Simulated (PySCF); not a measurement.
Compound: C6H11N3.
Bonds: C1–C2, C2–C3, C3–N4 (aromatic), N4–N5 (aromatic), N5–C6, N5–N7 (aromatic), N7–C8 (aromatic), C8–C9, C3–C8 (aromatic). Hydrogens: H10, H11, H12 on C1; H13, H14 on C2; H15, H16, H17 on C6; H18, H19, H20 on C9.

The same species was optimised twice, with GFN2-xTB and with PBE0-D3(BJ)/def2-SVP (PySCF), and the same property calculations (PySCF, gas phase) were run on both structures.

```csv
coordinate,GFN2-xTB,PBE0-D3(BJ)/def2-SVP,change
N5–C6 (Å),1.430,1.438,+0.008
C3–C8 (Å),1.409,1.415,+0.006
C2–C3 (Å),1.487,1.492,+0.005
C8–C9 (Å),1.484,1.488,+0.004
N4–N5 (Å),1.312,1.316,+0.004
C1–C2 (Å),1.530,1.527,-0.003
C3–N4 (Å),1.329,1.332,+0.003
N7–C8 (Å),1.329,1.331,+0.002
N5–N7 (Å),1.313,1.316,+0.003
C1–C2–C3 (°),110.8,113.0,+2.2
N4–N5–N7 (°),114.7,115.7,+1.0
C3–N4–N5 (°),105.1,104.4,-0.7
N5–N7–C8 (°),105.1,104.4,-0.7
N4–N5–C6 (°),122.7,122.1,-0.6
C6–N5–N7 (°),122.6,122.0,-0.6
C2–C3–N4 (°),123.2,122.7,-0.5
N7–C8–C9 (°),123.0,122.6,-0.4
C1–C2–C3–N4 (°),-91,-96,-5
```

Rotational constants: A = 2618, B = 1295, C = 940.6 MHz (GFN2-xTB) against A = 2649, B = 1271, C = 929.6 MHz (PBE0-D3(BJ)/def2-SVP). Point groups within 0.08 Å: C1 and C1.

On the GFN2-xTB structure: HOMO (eV) -6.88 [PBE0/pcSseg-1]; LUMO (eV) 0.27 [PBE0/pcSseg-1]; dipole (D) 0.12 [PBE0/pcSseg-1]; GIAO shielding of C1 (ppm) 168.9 [PBE0/pcSseg-1]; GIAO shielding of C2 (ppm) 164.2 [PBE0/pcSseg-1]; GIAO shielding of C3 (ppm) 34.1 [PBE0/pcSseg-1]; GIAO shielding of N4 (ppm) -95.7 [PBE0/pcSseg-1]; GIAO shielding of N5 (ppm) 8.5 [PBE0/pcSseg-1]; GIAO shielding of C6 (ppm) 145.8 [PBE0/pcSseg-1]; GIAO shielding of N7 (ppm) -97.3 [PBE0/pcSseg-1]; GIAO shielding of C8 (ppm) 41.6 [PBE0/pcSseg-1].

Task: What do these properties become on the PBE0-D3(BJ)/def2-SVP structure?

Result: 
```
                                    property          level  on GFN2-xTB  on PBE0-D3(BJ)/def2-SVP  change
                                   HOMO (eV)  PBE0/pcSseg-1        -6.88                    -6.89   -0.01
                                   LUMO (eV)  PBE0/pcSseg-1         0.27                     0.21   -0.06
                                  dipole (D)  PBE0/pcSseg-1         0.12                     0.12    0.00
energy, GFN2-xTB geometry as zero (kcal/mol)  PBE0/pcSseg-1          0.0                     -0.6    -0.6
                  GIAO shielding of C1 (ppm)  PBE0/pcSseg-1        168.9                    167.9    -1.0
                  GIAO shielding of C2 (ppm)  PBE0/pcSseg-1        164.2                    162.8    -1.4
                  GIAO shielding of C3 (ppm)  PBE0/pcSseg-1         34.1                     33.4    -0.7
                  GIAO shielding of N4 (ppm)  PBE0/pcSseg-1        -95.7                    -97.6    -1.9
                  GIAO shielding of N5 (ppm)  PBE0/pcSseg-1          8.5                      6.5    -2.0
                  GIAO shielding of C6 (ppm)  PBE0/pcSseg-1        145.8                    143.8    -2.0
                  GIAO shielding of N7 (ppm)  PBE0/pcSseg-1        -97.3                    -98.3    -1.0
                  GIAO shielding of C8 (ppm)  PBE0/pcSseg-1         41.6                     39.9    -1.7
```

The heavy atoms differ by 0.041 Å rms after alignment. Among bonds between heavy atoms N5–C6 changes most (+0.008 Å). Changes are differences of the printed values. Neither structure is proved a minimum here.

Shape of the structure used: `[CH3:1][CH2:2][c:3]1[n:4][n:5]([CH3:6])[n:7][c:8]1[CH3:9]`: C1–C2–C3–N4 -96°.
